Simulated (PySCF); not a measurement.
RbLi, CCSD: how much the basis matters

PySCF, RHF reference; singlet, unpaired electrons none; De to Rb + Li without counterpoise correction. Frozen cores follow the default of each basis and core potential.

```tsv
basis	relativity	functions	Re (Å)	ωe (cm⁻¹)	De (eV)	frozen orbitals
def2-SVP	scalar-relativistic core potentials	33	3.569	182	0.57	0
def2-SVPD	scalar-relativistic core potentials	39	3.569	181	0.58	0
def2-TZVP	scalar-relativistic core potentials	47	3.576	179	0.58	0
```

Question: How does each smaller set differ from the one with most functions, def2-TZVP?

Answer: def2-SVP: -0.7 pm, +1.7 % in ωe, -0.01 eV in De; def2-SVPD: -0.7 pm, +1.1 % in ωe, +0.00 eV in De. All at CCSD; the set with most functions is neither the basis-set limit nor always the best.

Correlated steps freeze no core orbitals. Correlated levels converge slowly with the basis: in double zeta they bind strong bonds too weakly, by up to about 1 eV, and carry superposition errors of some tenths. Where the molecule has an RHF reference, its open-shell atoms are computed with UHF.
